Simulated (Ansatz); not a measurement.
`OC[SiH](O)S` → C• + 6 H• + 2 O• + S• + Si•  (atomization)

Gas-phase electronic energies from Ansatz, PBE0-D4/def2-TZVP geometries. CCSD(T)/CBS adds triple-zeta CCSD(T) − MP2 to the extrapolated MP2 energy (def2 sets, frozen cores). This one scheme is used for every species, atoms too. DFT in def2-TZVPP. B3LYP here is the variant with VWN-RPA as its local correlation; programs differ in this. Open shells (•) are unrestricted, without spin–orbit coupling. Spin–orbit coupling would lower the free atoms: a little for C, O, S, Si. One conformer a species, not always the lowest.

`OC[SiH](O)S`:

Z-matrix (Å, degrees):
```
C
Si 1 1.881
O 1 1.427 2 108.6
H 1 1.094 2 109.6 3 -115.9
H 1 1.098 2 113.2 3 125.0
S 2 2.150 1 102.5 3 -65.9
O 2 1.640 1 110.4 3 53.1
H 2 1.480 1 115.3 3 172.6
H 3 0.963 1 107.9 2 60.3
H 6 1.343 2 94.5 1 157.9
H 7 0.961 2 114.9 1 -40.6
```

| level | ΔE (eV) | difference from CCSD(T)/CBS |
| --- | --- | --- |
| PBE-D4 | 41.59 | 0.48 |
| r2SCAN-D4 | 41.05 | -0.06 |
| PBE0-D4 | 40.74 | -0.37 |
| B3LYP-D4 | 40.77 | -0.34 |
| ωB97X-V | 41.12 | 0.01 |
| ωB97M-V | 41.16 | 0.05 |
| B2PLYP | 40.35 | -0.76 |
| PBE | 41.33 | 0.22 |
| r2SCAN | 40.99 | -0.12 |
| PBE0 | 40.52 | -0.59 |
| B3LYP | 40.34 | -0.77 |
| HF/def2-TZVPP | 28.82 | -12.29 |
| MP2/def2-TZVPP | 40.61 | -0.50 |
| SCS-MP2/def2-TZVPP | 40.37 | -0.74 |
| CCSD/def2-TZVPP | 39.18 | -1.93 |
| CCSD(T)/def2-TZVPP | 39.83 | -1.28 |
| HF/def2-QZVPP | 28.89 | -12.22 |
| MP2/def2-QZVPP | 41.36 | 0.25 |
| SCS-MP2/def2-QZVPP | 41.20 | 0.09 |
| HF/CBS(def2) | 28.90 | -12.21 |
| MP2/CBS(def2) | 41.88 | 0.77 |
| CCSD/CBS(def2) | 40.45 | -0.66 |
| CCSD(T)/CBS | 41.11 | 0 |

Largest T1 diagnostic among the species: 0.012.

From PBE to PBE0 (25 % exact exchange), in def2-TZVPP and without D4, ΔE moves by −0.81 eV: exact exchange takes away binding that semilocal exchange gives to molecules. In def2-TZVPP, CCSD(T) changes the Hartree–Fock value by +11.02 eV (the triples alone add +0.65 eV) and MP2 by +11.79 eV; breaking electron pairs costs correlation energy, which Hartree–Fock lacks. The D4 term adds +0.42 eV with B3LYP and +0.22 eV with PBE0; it sums over pairs of atoms, weighted by their polarisabilities, and B3LYP, whose exchange is more repulsive, gets the larger term.

For atomizations the MP2-based limit and the directly extrapolated one differ by several kJ/mol either way, and by 10 to 25 for some Ge, Se and Sn compounds, so smaller differences from it don't rank the levels.
